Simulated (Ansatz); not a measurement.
Job for Ansatz (a first-principles code): R-wB97M-V/def2-TZVPPD on HBr (SMILES Br) with ghost functions, monomers drawn apart or pushed together. Files ending in .json are basis or fitting sets from the Basis Set Exchange.

Ansatz 0.2 input:
```yaml
crystal:
  periodic: [false, false, false]
  atoms:
    - {symbol: Br, position_ang: [1.16076656, -0.47603715, 5.06156447]}
    - {symbol: H, position_ang: [0.46841443, -0.44223356, 3.77813768]}
basis:
  gaussian:
    orbitals: def2-TZVPPD.json
    ghost_atoms:
      - {symbol: C, position_ang: [0.56061858, -0.27753152, -0.17024474]}
      - {symbol: O, position_ang: [-0.53156918, -0.25314928, 0.75536856]}
      - {symbol: H, position_ang: [0.20021335, -0.23209696, -1.20030305]}
      - {symbol: H, position_ang: [1.07562891, -1.22291512, -0.01576277]}
      - {symbol: H, position_ang: [1.26091662, 0.54109299, 0.01286204]}
      - {symbol: H, position_ang: [-1.01019897, 0.57794457, 0.66183339]}
hamiltonian:
  xc: {name: wB97M-V}
scf: {lower_state_search: off}
```

It printed:

```
WARN ansatz: RAYON_NUM_THREADS=2 ignored (pool sized by the plan → 2); use --threads N
Functional definition: wB97M-V
these checks for a lower state are left out or cut short: stability, starts, cluster_reference, orbital_swaps, neighbouring_geometries, increment
integrals: 0.16 GiB planned
1054 factors; their error is unknown
integrals: 0.19 GiB planned
303 factors; integrals over basis functions are off by at most 4.1e-5 eV
mean field: 1.29 GiB planned
mean field evaluation 1: about -70058.2233 eV, gradient 8.5e0 eV
mean field evaluation 2: about -70058.4350 eV, gradient 4.5e0 eV
mean field evaluation 4: about -70058.4900 eV, gradient 3.2e-1 eV
mean field evaluation 8: about -70058.6814 eV, gradient 3.2e-2 eV
mean field -70058.68141642 eV, -2574.6090545737 hartree, gradient 3.4e-6 eV, S^2 0.000000; 0 other end points of the search recorded, 0 dependent functions left out
reference -70058.68146801 eV, -2574.6090564696 hartree; 18, 18 occupied and 201, 201 virtual orbitals, 1054 factors
Total energy: -70058.68146801 eV, -2574.6090564696 hartree
Checks for a lower state left out: stability, starts, cluster_reference, orbital_swaps, neighbouring_geometries, increment
```

The run converged.

Cost: very roughly 4 core-seconds.
